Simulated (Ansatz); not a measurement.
Cartesian coordinates in Å:
```
Cl -0.706 2.202 -1.107
Si 0.050 0.295 -1.174
Si 0.066 -0.537 1.014
Cl 1.251 0.672 2.165
Cl -1.850 -0.517 1.735
H 1.426 0.342 -1.727
H -0.818 -0.536 -2.044
H 0.580 -1.921 1.136
```

The species carries charge 0 and has multiplicity 1.

**Question.** List the PBE0/def2-TZVPP orbital energies in eV (Ansatz 0.2.0). (An estimate is asked.)

**Answer.** Ansatz gave: Occupied: -2767.78, -2767.78, -2767.66, -1804.71, -1803.92, -259.63, -259.63, -259.51, -197.91, -197.91, -197.79, -197.78, -197.78, -197.77, -197.77, -197.65, -197.65, -146.86, -146.18, -101.56, -101.52, -101.46, -100.88, -100.81, -100.80, -23.89, -23.40, -23.22, -16.13, -14.60, -11.88, -11.80, -11.22, -11.14, -11.07, -9.96, -9.75, -9.54, -9.48, -9.23, -8.24. Lowest empty: -1.17, -0.63, 0.08, 0.87, 1.09, 1.51, 1.69, 3.42.
